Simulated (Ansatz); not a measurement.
`C[S][Sn]([Cl])([S]C)[S]C`, relaxed with RKS PBE0-D4/def2-TZVP in Ansatz from a PBE-D4/def2-SVP geometry. The force threshold is 0.005 eV/Å; the program also tests the step.

Charge 0, multiplicity 1. Sn takes the def2 core potential.

Start:

```xyz
17

C     0.158    0.519   -2.280
S     0.886    1.288   -0.772
Sn   -0.111   -0.257    0.829
Cl    0.717    0.510    2.929
S     0.641   -2.521    0.384
C     2.447   -2.170    0.467
S    -2.530   -0.104    0.739
C    -2.644    1.719    0.985
H     0.490   -0.531   -2.399
H    -0.949    0.560   -2.262
H     0.527    1.113   -3.137
H     2.953   -3.103    0.150
H     2.731   -1.351   -0.221
H     2.759   -1.922    1.500
H    -2.366    2.000    2.019
H    -3.703    1.985    0.808
H    -2.006    2.263    0.262
```

```json
{"step": "1", "energy (eV)": "-54105.7700", "largest force (eV/Å)": "0.670", "largest move (Å)": "0.000"}
{"step": "2", "energy (eV)": "-54105.8753", "largest force (eV/Å)": "0.343", "largest move (Å)": "0.106"}
{"step": "3", "energy (eV)": "-54105.8940", "largest force (eV/Å)": "0.106", "largest move (Å)": "0.051"}
{"step": "4", "energy (eV)": "-54105.8958", "largest force (eV/Å)": "0.066", "largest move (Å)": "0.112"}
{"step": "5", "energy (eV)": "-54105.8970", "largest force (eV/Å)": "0.058", "largest move (Å)": "0.056"}
{"step": "6", "energy (eV)": "-54105.8979", "largest force (eV/Å)": "0.019", "largest move (Å)": "0.031"}
{"step": "7", "energy (eV)": "-54105.8981", "largest force (eV/Å)": "0.014", "largest move (Å)": "0.018"}
{"step": "8", "energy (eV)": "-54105.8983", "largest force (eV/Å)": "0.010", "largest move (Å)": "0.027"}
{"step": "9", "energy (eV)": "-54105.8984", "largest force (eV/Å)": "0.006", "largest move (Å)": "0.014"}
{"step": "10", "energy (eV)": "-54105.8984", "largest force (eV/Å)": "0.005", "largest move (Å)": "0.007"}
{"step": "11", "energy (eV)": "-54105.8984", "largest force (eV/Å)": "0.004", "largest move (Å)": "0.006"}
```

End:

```xyz
17

C     0.178    0.548   -2.329
S     0.892    1.276   -0.821
Sn   -0.093   -0.223    0.753
Cl    0.724    0.576    2.791
S     0.618   -2.462    0.400
C     2.412   -2.181    0.517
S    -2.465   -0.107    0.712
C    -2.637    1.676    1.032
H     0.504   -0.483   -2.463
H    -0.910    0.595   -2.315
H     0.548    1.147   -3.161
H     2.883   -3.133    0.272
H     2.743   -1.426   -0.195
H     2.696   -1.892    1.528
H    -2.305    1.925    2.038
H    -3.701    1.897    0.941
H    -2.087    2.266    0.299
```

It took 24 s on 4 threads of an AMD EPYC 7R13 on a shared host and a share of an NVIDIA H100 80 GB, with 1.1 GiB of host memory at the peak.
